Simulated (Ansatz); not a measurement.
Harmonic frequencies (cm⁻¹) at PBE0-D4/def2-TZVP from Ansatz: 153, 396, 405, 610, 611, 1939.

Question: Which molecule is it?
A. `[NH2][InH2]`
B. `[CH3][In]([F])[I]`
C. `[OH][In]([Cl])[Cl]`
D. `[F][InH][F]`

Answer: D.
